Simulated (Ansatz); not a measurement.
Method: Ansatz (a quantum-chemistry and plane-wave program) with B3LYP-D3(BJ)/def2-TZVP. No frequencies were computed at this level.

Ansatz 0.2 input:
```yaml
crystal:
  periodic: [false, false, false]
  atoms:
    - { symbol: C, position_ang: [-2.44632, 1.360849, -0.801702] }
    - { symbol: N, position_ang: [-1.707351, 0.531273, -0.46207] }
    - { symbol: C, position_ang: [-0.792796, -0.448432, -0.044393] }
    - { symbol: C, position_ang: [0.455793, 0.191127, 0.491886] }
    - { symbol: C, position_ang: [1.663661, -0.056384, 0.024614] }
    - { symbol: H, position_ang: [-0.563207, -1.096397, -0.896623] }
    - { symbol: H, position_ang: [-1.27724, -1.045137, 0.739139] }
    - { symbol: H, position_ang: [0.298788, 0.895532, 1.29756] }
    - { symbol: H, position_ang: [1.830652, -0.750676, -0.78297] }
    - { symbol: H, position_ang: [2.538018, 0.418244, 0.434559] }
basis:
  gaussian: { orbitals: def2-tzvp }
hamiltonian:
  xc: b3lyp
  dispersion: d3bj
relax:
  max_steps: 150
```

Output:

```
Functional definition: B3LYP
1095 factors; their error is unknown
mean field evaluation 1: about -5710.8873 eV, gradient 6.3e1 eV
mean field evaluation 2: about -5705.0917 eV, gradient 8.0e1 eV
mean field evaluation 4: about -5719.5987 eV, gradient 4.8e0 eV
mean field evaluation 8: about -5719.6493 eV, gradient 2.1e-1 eV
mean field evaluation 16: about -5719.6386 eV, gradient 3.6e-4 eV
mean field -5719.63857995 eV, -210.1928409028 hartree, gradient 2.0e-5 eV, S^2 0.000000; 0 other end points of the search recorded, 0 dependent functions left out
reference -5719.63883862 eV, -210.1928504087 hartree; 18, 18 occupied and 167, 167 virtual orbitals, 1095 factors
relax step   1: F+E_penalty+E_count = -5719.97547639 eV  Δ(F+E_penalty+E_count) = +0.000e0 eV  max|allowed force component| = 4.391e-1 eV/Å  Δτ_max = 0.0000 Å  (30 SCF iters, accepted)
these checks for a lower state are left out or cut short: starts, cluster_reference, orbital_swaps, neighbouring_geometries, increment
1095 factors; their error is unknown
mean field -5719.65499051 eV, -210.1934439799 hartree, gradient 1.4e-5 eV, S^2 0.000000; 0 other end points of the search recorded, 0 dependent functions left out
reference -5719.65524952 eV, -210.1934534985 hartree; 18, 18 occupied and 167, 167 virtual orbitals, 1095 factors
relax step   2: F+E_penalty+E_count = -5719.98985795 eV  Δ(F+E_penalty+E_count) = -1.438e-2 eV  max|allowed force component| = 2.418e-1 eV/Å  Δτ_max = 0.0356 Å  (31 SCF iters, accepted)
these checks for a lower state are left out or cut short: starts, cluster_reference, orbital_swaps, neighbouring_geometries, increment
1095 factors; their error is unknown
mean field evaluation 32: about -5719.6566 eV, gradient 6.2e-3 eV
mean field -5719.65663588 eV, -210.1935044463 hartree, gradient 1.7e-5 eV, S^2 0.000000; 0 other end points of the search recorded, 0 dependent functions left out
reference -5719.65689544 eV, -210.1935139848 hartree; 18, 18 occupied and 167, 167 virtual orbitals, 1095 factors
relax step   3: F+E_penalty+E_count = -5719.99054377 eV  Δ(F+E_penalty+E_count) = -6.858e-4 eV  max|allowed force component| = 1.479e-1 eV/Å  Δτ_max = 0.0325 Å  (33 SCF iters, accepted)
these checks for a lower state are left out or cut short: starts, cluster_reference, orbital_swaps, neighbouring_geometries, increment
1095 factors; their error is unknown
mean field -5719.65492507 eV, -210.1934415751 hartree, gradient 1.7e-5 eV, S^2 0.000000; 0 other end points of the search recorded, 0 dependent functions left out
reference -5719.65518420 eV, -210.1934510977 hartree; 18, 18 occupied and 167, 167 virtual orbitals, 1095 factors
relax step   4: F+E_penalty+E_count = -5719.98922292 eV  Δ(F+E_penalty+E_count) = +1.321e-3 eV  max|allowed force component| = 2.363e-1 eV/Å  Δτ_max = 0.0258 Å  (33 SCF iters, rejected (line search))
these checks for a lower state are left out or cut short: starts, cluster_reference, orbital_swaps, neighbouring_geometries, increment
1095 factors; their error is unknown
mean field -5719.65833667 eV, -210.1935669491 hartree, gradient 1.7e-5 eV, S^2 0.000000; 0 other end points of the search recorded, 0 dependent functions left out
reference -5719.65859600 eV, -210.1935764790 hartree; 18, 18 occupied and 167, 167 virtual orbitals, 1095 factors
relax step   5: F+E_penalty+E_count = -5719.99238889 eV  Δ(F+E_penalty+E_count) = -1.845e-3 eV  max|allowed force component| = 1.954e-2 eV/Å  Δτ_max = 0.0124 Å  (33 SCF iters, accepted)
these checks for a lower state are left out or cut short: starts, cluster_reference, orbital_swaps, neighbouring_geometries, increment
1095 factors; their error is unknown
mean field -5719.65803452 eV, -210.1935558453 hartree, gradient 1.7e-5 eV, S^2 0.000000; 0 other end points of the search recorded, 0 dependent functions left out
reference -5719.65829381 eV, -210.1935653739 hartree; 18, 18 occupied and 167, 167 virtual orbitals, 1095 factors
relax step   6: F+E_penalty+E_count = -5719.99221264 eV  Δ(F+E_penalty+E_count) = +1.763e-4 eV  max|allowed force component| = 5.673e-2 eV/Å  Δτ_max = 0.0173 Å  (33 SCF iters, rejected (line search))
these checks for a lower state are left out or cut short: starts, cluster_reference, orbital_swaps, neighbouring_geometries, increment
1095 factors; their error is unknown
mean field -5719.65834635 eV, -210.1935673048 hartree, gradient 1.7e-5 eV, S^2 0.000000; 0 other end points of the search recorded, 0 dependent functions left out
reference -5719.65860565 eV, -210.1935768339 hartree; 18, 18 occupied and 167, 167 virtual orbitals, 1095 factors
relax step   7: F+E_penalty+E_count = -5719.99251944 eV  Δ(F+E_penalty+E_count) = -1.305e-4 eV  max|allowed force component| = 1.037e-2 eV/Å  Δτ_max = 0.0084 Å  (33 SCF iters, accepted)
these checks for a lower state are left out or cut short: starts, cluster_reference, orbital_swaps, neighbouring_geometries, increment
1095 factors; their error is unknown
mean field evaluation 64: about -5719.6699 eV, gradient 4.5e-4 eV
mean field -5719.65834661 eV, -210.1935673144 hartree, gradient 1.5e-5 eV, S^2 0.000000; 0 other end points of the search recorded, 0 dependent functions left out
reference -5719.65860591 eV, -210.1935768434 hartree; 18, 18 occupied and 167, 167 virtual orbitals, 1095 factors
relax step   8: F+E_penalty+E_count = -5719.99252941 eV  Δ(F+E_penalty+E_count) = -9.976e-6 eV  max|allowed force component| = 7.773e-3 eV/Å  Δτ_max = 0.0027 Å  (32 SCF iters, accepted)
1095 factors; their error is unknown
mean field evaluation 96: about -5719.6583 eV, gradient 2.1e-5 eV
mean field -5719.65834661 eV, -210.1935673144 hartree, gradient 1.7e-5 eV, S^2 0.000000; 1 other end points of the search recorded, 0 dependent functions left out
reference -5719.65860591 eV, -210.1935768434 hartree; 18, 18 occupied and 167, 167 virtual orbitals, 1095 factors
Total energy: -5719.99278871 eV, -210.2058578348 hartree
Atom 0 at    -2.503370     1.354723    -0.799078 Å, force    -0.001132    -0.000208     0.003241 eV/Å
Atom 1 at    -1.741501     0.537763    -0.468237 Å, force     0.001572    -0.001497    -0.007773 eV/Å
Atom 2 at    -0.786842    -0.436173    -0.048390 Å, force     0.003209     0.006544     0.002381 eV/Å
Atom 3 at     0.462810     0.204633     0.486392 Å, force     0.003094    -0.003831    -0.001451 eV/Å
Atom 4 at     1.675922    -0.068991     0.032335 Å, force    -0.005064     0.002655     0.002702 eV/Å
Atom 5 at    -0.554490    -1.084663    -0.894228 Å, force    -0.002005     0.000976    -0.007730 eV/Å
Atom 6 at    -1.261425    -1.050578     0.721631 Å, force     0.001232    -0.003380     0.007696 eV/Å
Atom 7 at     0.318089     0.914939     1.293166 Å, force    -0.000929     0.001971     0.000823 eV/Å
Atom 8 at     1.835202    -0.766398    -0.781961 Å, force    -0.000111    -0.003210    -0.000625 eV/Å
Atom 9 at     2.555603     0.394744     0.458369 Å, force     0.000132    -0.000020     0.000736 eV/Å
Dipole moment:     0.571715    -0.531695     0.244834 e Å
```

Cost: about 80 core-seconds (a rough figure).
